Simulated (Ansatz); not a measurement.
MoO₂F₂⁻. Total charge -1; doublet. Geometry PBE-D4/def2-SVP, that of the neutral singlet; atoms count from 1.

```xyz
5

Mo   -0.004    0.001   -0.006
O    -0.509    1.467   -0.670
O    -0.737   -1.212   -0.921
F    -0.586   -0.114    1.749
F     1.836   -0.142   -0.152
```

In the def2 sets Mo takes a core potential; there is no spin–orbit coupling. The highest occupied level of the charge -1 doublet lies above zero (up to 0.94 eV). By energy differences its removal costs 1.30 eV (vertical, to the charge 0 singlet, at PBE0-D4/def2-TZVPD); a positive level beside a positive removal energy at the same level points to self-interaction error.

(1) Estimate the Mulliken populations from the PBE0/def2-TZVPD orbitals of Ansatz.

(2) Where does the spin sit?

(3) And the Mayer bond orders between bonded heavy atoms (over 0.3)?

## Answers

(1) 
```csv
atom,charge (e),spin (α − β),d electrons
Mo1,2.37,0.86,3.53
O2,-0.96,0.05,–
O3,-0.96,0.05,–
F4,-0.73,0.02,–
F5,-0.73,0.02,–
```
Mulliken values and Mayer orders depend strongly on the basis. With diffuse functions, as here, like atoms can get unlike values, and bond orders can come out too low or too high.

(2) Summed by element: Mo 0.86, O 0.10, F 0.05, of 1 unpaired in all. Largest on single atoms: Mo1 0.86, O2 0.05, O3 0.05.

(3) Mo1–O2 1.44 (1.69 Å); Mo1–O3 1.44 (1.69 Å); Mo1–F4 0.34 (1.85 Å); Mo1–F5 0.34 (1.85 Å).
